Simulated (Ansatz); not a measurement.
Molecule: CH4FSi, charge -1, multiplicity 1. It need not be the lowest isomer of its formula. Whether it binds its extra electron was not tested at this geometry. 
Structure (B3LYP-D3(BJ)/def2-TZVP (Ansatz, a first-principles code) minimum search):
SMILES: [CH2-][SiH2]F
```xyz
7

Si     0.1872     0.3192     0.1292
C     -1.5561     0.4222     0.1129
F      1.0391    -1.0388    -0.3674
H      0.8480     1.3318    -0.7657
H      0.7749     0.4549     1.5072
H     -2.1566    -0.0479     0.8894
H     -2.1019     0.6079    -0.8103
```
Charge -1, spin multiplicity 1.

Basis-set convergence of Hartree-Fock and CCSD correlation energies (hartree) with Ansatz. Valence correlation only, unless marked. No spin-orbit coupling. No relativistic terms. This anion needs diffuse functions, which these sets lack.

```csv
basis,functions,E(HF),"E(corr, CCSD)"
cc-pV(D+d)Z,71,-428.58664,-0.47636
cc-pV(T+d)Z,155,-428.65740,-0.59857
cc-pV(Q+d)Z,294,(withheld),(withheld)
```

Complete the blanks.


- cc-pV(Q+d)Z, E(HF): -428.67730
- cc-pV(Q+d)Z, E(corr, CCSD): -0.64021
